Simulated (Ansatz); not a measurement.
Geometry optimisation of MoBr₄.

```yaml
crystal:
  periodic: [false, false, false]
  atoms:
    - {symbol: Mo, position_ang: [0.000026, -0.000011, -0.000026]}
    - {symbol: Br, position_ang: [0.010160, -0.015560, 2.394266]}
    - {symbol: Br, position_ang: [2.254061, 0.010396, -0.807644]}
    - {symbol: Br, position_ang: [-1.136567, 1.957516, -0.780576]}
    - {symbol: Br, position_ang: [-1.127689, -1.952351, -0.806030]}
basis:
  gaussian: {orbitals: def2-SVP}
hamiltonian: {xc: pbe, dispersion: d4}
scf: {lower_state_search: "off"}
output: {orbitals: {seedname: orbitals}}
relax: {f_tol: 0.02, max_steps: 100}
```

```sh
$ ansatz run in.yaml --threads 4 --pin off --events-out ev --progress --plain --max-ram 4787MiB
```

Shortened log:

```
Functional definition: PBE
mean field -281970.31790304 eV, -10362.2180565905 hartree, gradient 2.7e-6 eV, S^2 0.000000; 0 other end points of the search recorded, 0 dependent functions left out
relax step   1: F+E_penalty+E_count = -281970.63088552 eV  Δ(F+E_penalty+E_count) = +0.000e0 eV  max|allowed force component| = 1.850e-1 eV/Å  Δτ_max = 0.0000 Å  (45 SCF iters, accepted)
mean field -281970.34428914 eV, -10362.2190262618 hartree, gradient 1.6e-6 eV, S^2 0.000000; 0 other end points of the search recorded, 0 dependent functions left out
relax step   2: F+E_penalty+E_count = -281970.65818988 eV  Δ(F+E_penalty+E_count) = -2.730e-2 eV  max|allowed force component| = 9.943e-2 eV/Å  Δτ_max = 0.1672 Å  (27 SCF iters, accepted)
mean field -281970.35496047 eV, -10362.2194184262 hartree, gradient 8.4e-7 eV, S^2 0.000000; 0 other end points of the search recorded, 0 dependent functions left out
relax step   3: F+E_penalty+E_count = -281970.66863472 eV  Δ(F+E_penalty+E_count) = -1.044e-2 eV  max|allowed force component| = 1.773e-2 eV/Å  Δτ_max = 0.0605 Å  (20 SCF iters, accepted)
mean field -281970.35484846 eV, -10362.2194143097 hartree, gradient 1.6e-6 eV, S^2 0.000000; 0 other end points of the search recorded, 0 dependent functions left out
relax step   4: F+E_penalty+E_count = -281970.66872247 eV  Δ(F+E_penalty+E_count) = -8.775e-5 eV  max|allowed force component| = 1.304e-3 eV/Å  Δτ_max = 0.0039 Å  (22 SCF iters, accepted)
Total energy: -281970.66878002 eV, -10362.2309510820 hartree
Atom 0 at     0.000006     0.000004    -0.000006 Å, force    -0.000015    -0.000011     0.000008 eV/Å
Atom 1 at    -0.045170     0.079776     2.387901 Å, force    -0.000211     0.000375     0.001304 eV/Å
Atom 2 at     2.228835    -0.084781    -0.857693 Å, force     0.001150    -0.000371    -0.000650 eV/Å
Atom 3 at    -1.151115     1.982694    -0.674068 Å, force    -0.000683     0.001191    -0.000011 eV/Å
Atom 4 at    -1.032565    -1.977704    -0.856144 Å, force    -0.000241    -0.001184    -0.000651 eV/Å
Dipole moment:     0.000005     0.000005    -0.000002 e Å
Checks for a lower state left out: stability, starts, cluster_reference, orbital_swaps, neighbouring_geometries, increment
```

Hardware: 4 threads of Arm Neoverse V1 on a shared host. Wall time 8.5 s.

In the def2 sets Mo takes a core potential; there is no spin–orbit coupling. The restricted singlet is unstable towards broken spin symmetry in Hartree–Fock (as tested in another run); at PBE-D4/def2-SVP this wasn't settled. An occupied level lies above an empty one. At PBE-D4/def2-SVP a triplet of charge 0 lies 0.96 eV below the restricted singlet, each at its own geometry.
